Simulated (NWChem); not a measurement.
System: KI; SMILES [K][I]

Here is an NWChem input.

```
start job
memory heap 200 mb stack 900 mb global 1100 mb
geometry units angstroms noautoz
  K      0.000000     0.000000    -2.281259
  I      0.000000     0.000000     0.789438
end
basis spherical
  K library def2-svp
  I library def2-svp
end
ecp
  I library def2-ecp
end
dft
  xc mpw1k
  iterations 150
  mulliken
end
task dft energy
```

NWChem printed, in part:

```
             Northwest Computational Chemistry Package (NWChem) 7.3.0
             --------------------------------------------------------

 ORDER OF PRIMARY AXIS IS BEING SET TO 4
 C4V symmetry detected

                             Geometry "geometry" -> ""
                             -------------------------

 Output coordinates in angstroms (scale by  1.889725989 to convert to a.u.)

  No.       Tag          Charge          X              Y              Z
 ---- ---------------- ---------- -------------- -------------- --------------
    1 K                   19.0000     0.00000000     0.00000000    -2.26037418
    2 I                   53.0000     0.00000000     0.00000000     0.81032282

 Effective nuclear repulsion energy (a.u.)     173.5376332288

      Symmetry information
      --------------------

 Group name             C4v
 Group number             18
 Group order               8
 No. of unique centers     2

                                 NWChem DFT Module
                                 -----------------

 Summary of "ao basis" -> "ao basis" (spherical)
 ------------------------------------------------------------------------------
       Tag                 Description            Shells   Functions and Types
 ---------------- ------------------------------  ------  ---------------------
 K                          def2-svp                10       24   5s3p2d
 I                          def2-svp                10       26   4s4p2d

      Symmetry analysis of basis
      --------------------------

        a1         20
        a2          0
        b1          4
        b2          4
        e          22

            General Information
            -------------------
          SCF calculation type: DFT
          Wavefunction type:  closed shell.
          No. of atoms     :     2
          No. of electrons :    44
           Alpha electrons :    22
            Beta electrons :    22
          Charge           :     0
          Spin multiplicity:     1
          Use of symmetry is: on ; symmetry adaption is: on
          Maximum number of iterations: 150
          AO basis - number of functions:    50
                     number of shells:    20
          Convergence on energy requested:  1.00D-06
          Convergence on density requested:  1.00D-05
          Convergence on gradient requested:  5.00D-04

              XC Information
              --------------
                        MPW1K Method XC Functional
                     Hartree-Fock (Exact) Exchange  0.428
                        mPW91  Exchange Functional  0.572
                Perdew 1991 Correlation Functional  1.000 non-local
            Perdew 1991 LDA Correlation Functional  1.000 local

             Grid Information
             ----------------
          Grid used for XC integration:  medium
          Radial quadrature: Mura-Knowles
          Angular quadrature: Lebedev.
          Tag              B.-S. Rad. Rad. Pts. Rad. Cut. Ang. Pts.
          ---              ---------- --------- --------- ---------
          K                   2.20      112          14.0       590
          I                   1.40      123          12.0       590
          Grid pruning is: on
          Number of quadrature shells:   235
          Spatial weights used:  Erf1

      Superposition of Atomic Density Guess
      -------------------------------------

 Sum of atomic energies:        -946.20449178

      Non-variational initial energy
      ------------------------------

 Total energy =    -895.657479
 1-e energy   =   -1504.416223
 2-e energy   =     526.901369
 HOMO         =      -0.358335
 LUMO         =      -0.044804

      Symmetry analysis of molecular orbitals - initial
      -------------------------------------------------

 !! scf_movecs_sym_adapt:    8 vectors were symmetry contaminated

  Symmetry fudging

 !! scf_movecs_sym_adapt:    8 vectors were symmetry contaminated

  Numbering of irreducible representations:

     1 a1          2 a2          3 b1          4 b2          5 e

  Orbital symmetries:

     1 a1          2 a1          3 a1          4 e           5 e
     6 a1          7 a1          8 e           9 e          10 a1
    11 e          12 e          13 b2         14 b1         15 a1
    16 a1         17 e          18 e          19 a1         20 a1
    21 e          22 e          23 a1         24 a1         25 e
    26 e          27 a1         28 b2         29 b1         30 e
    31 e          32 a1

     ---------------------------------------------
      Total Density - Mulliken Population Analysis
     ---------------------------------------------

    Atom       Charge   Shell Charges
 -----------   ------   -------------------------------------------------------
    1 K   19    18.10   2.00  2.00  2.00  0.06 -0.01  6.00  5.99  0.03  0.01  0.02
    2 I   25    25.90   1.83  0.22  1.24  0.69  2.91  3.15  2.83  3.02  9.83  0.18

   convergence    iter        energy       DeltaE   RMS-Dens  Diis-err
 ---------------- ----- ----------------- --------- --------- ---------
 d= 0,ls=0.0,diis     1   -897.7710422864 -9.80D+02  1.43D-02  9.19D-02
 d= 0,ls=0.0,diis     2   -897.7831233823 -1.21D-02  5.69D-03  4.52D-02
 d= 0,ls=0.0,diis     3   -897.7891648607 -6.04D-03  4.01D-04  1.29D-04
 d= 0,ls=0.0,diis     4   -897.7891892531 -2.44D-05  7.71D-05  6.27D-06
 d= 0,ls=0.0,diis     5   -897.7891904489 -1.20D-06  1.98D-05  5.13D-07

 !! scf_movecs_sym_adapt:    2 vectors were symmetry contaminated

  Symmetry fudging
 d= 0,ls=0.0,diis     6   -897.7891905564 -1.08D-07  5.86D-06  2.37D-08

         Total DFT energy =     -897.789190556446
      One electron energy =    -1508.053690743852
           Coulomb energy =      584.365714909233
    Exchange-Corr. energy =      -55.958588886343
 Nuclear repulsion energy =       81.857374164516

 Numeric. integr. density =       43.999999971836

[...]
```

Level: MPW1K/def2-SVP with def2 effective core potentials on I. All runs use the structure optimised with PBE0/def2-SVP. def2 effective core potentials on I; no spin-orbit coupling.
